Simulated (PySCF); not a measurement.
Electron correlation in P (phosphorus, neutral)

[Ne] 3s2 3p3, high-spin 4S determinant. Calculation: PySCF 2.14, in x2c-QZVPPall (9s6p4d2f1g, 70 functions); scalar relativity by spin-free X2C-1e. Frozen: [Ne]; 5 electrons correlated.

```tsv
level	correlation energy (mhartree)
CCSD	-105.32
(T)	-4.59
CCSD(T)	-109.91
```

Diagnostics: T1 = 0.0052, D1 = 0.0102, largest double amplitude 0.052.

**Question.** Is a single reference adequate?

**Answer.** Yes: T1 lies below 0.03 and no double amplitude reaches 0.07.
